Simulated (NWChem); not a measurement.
Species: SnSiH₃F₃; SMILES [F][Sn]([F])([F])[SiH3]

```xyz
8

F      0.9196     1.2144    -1.3217
Sn    -0.0153     0.2543     0.0609
F      0.7517     0.9467     1.6855
F     -1.7780     1.0286     0.0315
Si     0.0496    -2.3022    -0.1622
H      1.4829    -2.6977    -0.1179
H     -0.5825    -2.6334    -1.4674
H     -0.7186    -2.8509     0.9873
```
Atoms are numbered in this order, from 1.

Program: NWChem. Geometry: optimised at PBE0/def2-SVP. Not confirmed as a minimum by frequencies. def2 effective core potentials on Sn; no spin-orbit coupling. Ions are spin-unrestricted doublets at the neutral geometry; other ion states weren't tried.

Problem. What does the run give for r2SCAN/def2-SVP? Quantities: vertical ionisation energy, ΔSCF (eV); −ε(HOMO) (eV).

Solution. 
```
Property                               Value
-------------------------------------  -----
vertical ionisation energy, ΔSCF (eV)  11.36
−ε(HOMO) (eV)                           8.50
```
